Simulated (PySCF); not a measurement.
# Reading the logs of faulty runs: B2GeH6N cation

Calculated results; nothing here was measured. The program is PySCF 2.14.0, an open-source quantum chemistry code, run on an isolated molecule that a program drew, which may never have been made. The molecule is B2GeH6N cation (charge +1, singlet), drawn as the SMILES string `B[B](N)[GeH2+]`.

Each row is a Hartree-Fock (HF) and frozen-core CCSD(T) single point in the cc-pVDZ basis, meant for a local HF minimum. Run 1 is clean. Each other run has one planted mistake out of seven kinds, and not every kind appears here: one electron removed, one electron added, multiplicity raised by two, geometry at a saddle point, minimal basis STO-3G, one bond length entered in bohr, all coordinates scaled. The reference is restricted for singlets and unrestricted otherwise, and also for a bond in bohr. Adding or removing an electron swaps singlet and doublet. Electrons count all cores. HOMO and LUMO are orbital energies over both spins, the gradient is its largest component, and the lowest frequency (negative if imaginary) is given only where the gradient is small. Bond lengths are over the 9 bonds as drawn. T1 is the CCSD diagnostic: over 0.02 (restricted) or 0.045 (unrestricted) a single reference is doubtful. Germanium has the cc-pVDZ-PP basis, with a core potential (ECP10MDF) in place of its 10 inner electrons, and its 3s, 3p and 3d shells are frozen in CCSD(T).

Geometry of the clean run:
```xyz
10
B2GeH6N cation, angstrom
B    -2.9245   -0.1997   -3.0890
B    -1.7406    0.0138   -1.8774
N    -0.3730   -0.0920   -1.9203
Ge   -2.4768    0.5436    0.0825
H    -3.2964    0.7300   -3.7440
H    -3.4399   -1.2672   -3.2516
H     0.1054   -0.3324   -2.7699
H     0.2616    0.0488   -1.1594
H    -1.5826    0.7664    1.2997
H    -3.9401    0.7475    0.4509
```

```
run  electrons  basis functions  <S^2>  HOMO (eV)  LUMO (eV)  gradient (hartree/bohr)  lowest frequency (cm^-1)  mean bond (Å)  longest bond (Å)      T1  HF (hartree)  CCSD(T) (hartree)                     mistake
  1         54               95  0.000     -15.62      -5.66                  1.1e-05                        74         1.4096             2.160  0.0164    -400.43048         -400.90139                    no fault
  2         54               95  2.036     -13.18      -7.45                  5.8e-02                         -         1.4096             2.160  0.0195    -400.34505         -400.80903  multiplicity raised by two
  3         54               95  0.000     -15.27      -5.54                  5.3e-02                         -         1.5266             2.339  0.0199    -400.38085         -400.86618      all coordinates scaled
  4         55               95  0.769      -7.16       1.65                  2.4e-02                         -         1.4096             2.160  0.0153    -400.66513         -401.14973          one electron added
  5         54               95  0.000     -15.54      -5.66                  4.8e-05                      -133         1.4123             2.157  0.0170    -400.42758         -400.89980                           ?
  6         54               95  0.742     -15.44      -5.84                  2.6e-02                         -         1.5089             2.160  0.0622    -400.28109         -400.75621                           ?
```

**Which mistake was planted in run 5, and what did it cost?**

The gradient is small, so the point is stationary, but the lowest frequency is imaginary (-133 cm^-1). So the mistake is: geometry at a saddle point. Subtracting run 1 and multiplying by 627.51 kcal/mol a hartree, the energy moved by 1.8 kcal/mol in HF and 1.0 kcal/mol in CCSD(T).

**Which mistake was planted in run 6, and what did it cost?**

The mean bond changes by a factor of 1.070 and the longest by 1.000, so the molecule wasn't scaled as a whole. A length L in bohr read as angstrom grows by (1/0.5292 - 1) L = 0.890 L. The 9 bonds together grew by 9 x 0.0993 = 0.894 Å, which gives L = 1.004 Å. That is the length of one of the H-N bonds, 1.004 Å in the clean geometry. So the mistake is: one bond length entered in bohr. Subtracting run 1 and multiplying by 627.51 kcal/mol a hartree, the energy moved by 93.7 kcal/mol in HF and 91.1 kcal/mol in CCSD(T).

Cautions from the logs. Run 6: T1 is over the limit, so its CCSD(T) energy is less reliable.
